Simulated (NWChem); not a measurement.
System: C₃H₅NO; SMILES C/N=C\C=O

Here is an NWChem input.

```
start job
memory heap 200 mb stack 900 mb global 1100 mb
geometry units angstroms noautosym nocenter noautoz
  C      0.635288    -1.897589    -0.081541
  N     -0.624679    -1.190131    -0.223954
  C     -0.725808     0.075042    -0.104959
  C      0.329129     1.098891     0.188743
  O      0.044669     2.277763     0.266504
  H      0.810204    -2.457603    -1.007793
  H      1.525087    -1.294894     0.137928
  H      0.511530    -2.643193     0.712761
  H     -1.717441     0.521277    -0.228991
  H      1.371780     0.757471     0.333039
end
basis spherical
  C library def2-svp
  N library def2-svp
  O library def2-svp
  H library def2-svp
end
dft
  xc m06-2x
  iterations 150
end
cosmo
  do_cosmo_smd true
  solvent chcl3
end
task dft energy
```

Parts of the log:

```
             Northwest Computational Chemistry Package (NWChem) 7.3.0
             --------------------------------------------------------

                             Geometry "geometry" -> ""
                             -------------------------

 Output coordinates in angstroms (scale by  1.889725989 to convert to a.u.)

  No.       Tag          Charge          X              Y              Z
 ---- ---------------- ---------- -------------- -------------- --------------
    1 C                    6.0000     0.63528800    -1.89758900    -0.08154100
    2 N                    7.0000    -0.62467900    -1.19013100    -0.22395400
    3 C                    6.0000    -0.72580800     0.07504200    -0.10495900
    4 C                    6.0000     0.32912900     1.09889100     0.18874300
    5 O                    8.0000     0.04466900     2.27776300     0.26650400
    6 H                    1.0000     0.81020400    -2.45760300    -1.00779300
    7 H                    1.0000     1.52508700    -1.29489400     0.13792800
    8 H                    1.0000     0.51153000    -2.64319300     0.71276100
    9 H                    1.0000    -1.71744100     0.52127700    -0.22899100
   10 H                    1.0000     1.37178000     0.75747100     0.33303900

 Effective nuclear repulsion energy (a.u.)     157.0289879515

                                 NWChem DFT Module
                                 -----------------

 Summary of "ao basis" -> "ao basis" (spherical)
 ------------------------------------------------------------------------------
       Tag                 Description            Shells   Functions and Types
 ---------------- ------------------------------  ------  ---------------------
 C                          def2-svp                 6       14   3s2p1d
 N                          def2-svp                 6       14   3s2p1d
 O                          def2-svp                 6       14   3s2p1d
 H                          def2-svp                 3        5   2s1p

 in cosmo_initialize ...
 calling solv_data for solv:chcl3

 solvent parameters
 solvname_short: chcl3
 solvname_long:  chloroform
 dielec:        4.7113
 dielecinf:     2.0906
 nonaqueous SMD model solvent descriptors
 dielec:        4.7113
 sola:          0.1500
 solb:          0.0200
 solc:          0.0000
 solg:         38.3900
 solh:          0.7500
 soln:          1.4459

[...]

                                COSMO-SMD solvation results
                                ---------------------------

             internal energy in gas <Psi(g)|H|Psi(g)> =      -246.952349932622
         internal energy in solvent <Psi(s)|H|Psi(s)> =      -246.951246792005
                               delta internal energy  =         0.001103140617 (    0.69 kcal/mol)
   total free energy in solvent <Psi(s)|H+V/2|Psi(s)> =      -246.960789527565
 polarization energy contribution <Psi(s)|V/2|Psi(s)> =        -0.009542735560 (   -5.99 kcal/mol)
    total free energy in solvent including G(SMD-CDS) =      -246.960851883554
                       G(SMD-CDS) energy contribution =        -0.000062355989 (   -0.04 kcal/mol)
     1 M fixed-concentration free energy of solvation =        -0.008501950932 (   -5.34 kcal/mol)

                       DFT Final Molecular Orbital Analysis
                       ------------------------------------

 Vector   17  Occ=2.000000D+00  E=-3.800202D-01
              MO Center= -6.4D-02,  7.2D-01,  8.0D-02, r^2= 3.9D+00
   Bfn.  Coefficient  Atom+Function         Bfn.  Coefficient  Atom+Function
  ----- ------------  ---------------      ----- ------------  ---------------
    60      0.459909   5 O  px               63      0.326003   5 O  px
    18     -0.275061   2 N  px               31      0.252526   3 C  s
    17     -0.192868   2 N  s                21      0.189964   2 N  px
    91     -0.186274  10 H  s                30      0.177472   3 C  s
    45     -0.157524   4 C  s                16     -0.137624   2 N  s

 Vector   18  Occ=2.000000D+00  E=-3.708605D-01
              MO Center= -2.9D-01, -6.2D-01, -1.0D-01, r^2= 3.1D+00
   Bfn.  Coefficient  Atom+Function         Bfn.  Coefficient  Atom+Function
  ----- ------------  ---------------      ----- ------------  ---------------
    20      0.345456   2 N  pz               34     -0.345220   3 C  pz
    37     -0.246836   3 C  pz               23     -0.240831   2 N  pz
    62      0.210778   5 O  pz                6      0.203854   1 C  pz
    71     -0.182105   6 H  s                81      0.182173   8 H  s
    65      0.156225   5 O  pz               72     -0.092641   6 H  s

 Vector   19  Occ=2.000000D+00  E=-3.098081D-01
              MO Center= -2.7D-01, -4.8D-02, -3.9D-02, r^2= 3.7D+00
   Bfn.  Coefficient  Atom+Function         Bfn.  Coefficient  Atom+Function
  ----- ------------  ---------------      ----- ------------  ---------------
    18      0.324985   2 N  px               60      0.308161   5 O  px
    21     -0.251149   2 N  px               63      0.244119   5 O  px
    22     -0.216127   2 N  py               19      0.211398   2 N  py
    46     -0.189852   4 C  px               91     -0.179080  10 H  s
    31      0.169386   3 C  s                 4      0.167763   1 C  px

 Vector   20  Occ=0.000000D+00  E=-3.887094D-02
              MO Center= -1.5D-01,  4.8D-01,  3.9D-02, r^2= 3.1D+00
   Bfn.  Coefficient  Atom+Function         Bfn.  Coefficient  Atom+Function
  ----- ------------  ---------------      ----- ------------  ---------------
    23      0.385299   2 N  pz               65      0.350574   5 O  pz
    20     -0.339399   2 N  pz               51     -0.334680   4 C  pz
    62      0.333878   5 O  pz               48     -0.328624   4 C  pz
    37     -0.258922   3 C  pz               34     -0.226742   3 C  pz
    72      0.080410   6 H  s                82     -0.080402   8 H  s

[...]
```

Level: M06-2X/def2-SVP, SMD on the gas-phase geometry. Geometry: optimised at B3LYP/6-31G* (spherical d). Solvent: chloroform.
